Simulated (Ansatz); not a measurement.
`N[SiH2][GeH2][NH2]` and `C[SiH](N)[GeH2][NH2]` differ in one atom or group.

Ansatz, PBE0-D4/def2-TZVP geometries, multiplicity 1. Each molecule was computed in one conformer, which needn't be the lowest.

Scalar relativity is left out up to krypton.

```json
{"property": "HOMO energy (B3LYP/def2-TZVPP) / eV", "`N[SiH2][GeH2][NH2]`": "-6.49"}
{"property": "size of the dipole moment (B3LYP/def2-TZVPP) / D", "`N[SiH2][GeH2][NH2]`": "2.13"}
{"property": "HOMO–LUMO gap (PBE/def2-TZVPP) / eV", "`N[SiH2][GeH2][NH2]`": "4.57"}
{"property": "size of the dipole moment (PBE/def2-TZVPP) / D", "`N[SiH2][GeH2][NH2]`": "2.05"}
{"property": "HOMO–LUMO gap (B3LYP/def2-TZVPP) / eV", "`N[SiH2][GeH2][NH2]`": "6.19"}
{"property": "HOMO–LUMO gap (ωB97M-V/def2-TZVPP) / eV", "`N[SiH2][GeH2][NH2]`": "10.37"}
```

Problem. What does the change do to each property? (An estimate is asked.)

Solution. Ansatz gave: 
```csv
property,`C[SiH](N)[GeH2][NH2]`,shift
HOMO energy (B3LYP/def2-TZVPP) / eV,-6.85,-0.36
size of the dipole moment (B3LYP/def2-TZVPP) / D,0.96,-1.17
HOMO–LUMO gap (PBE/def2-TZVPP) / eV,4.89,0.32
size of the dipole moment (PBE/def2-TZVPP) / D,1.05,-1.00
HOMO–LUMO gap (B3LYP/def2-TZVPP) / eV,6.59,0.40
HOMO–LUMO gap (ωB97M-V/def2-TZVPP) / eV,10.87,0.50
```

With PBE0 the HOMO falls by 0.36 eV and the LUMO rises by 0.05 eV, so the gap widens by about 0.41 eV. PBE moves the HOMO by -0.28 eV and ωB97M-V by -0.43 eV. Dipoles are sizes alone; their direction can turn.

B3LYP here is the variant with VWN-RPA as its local correlation; programs differ in this.
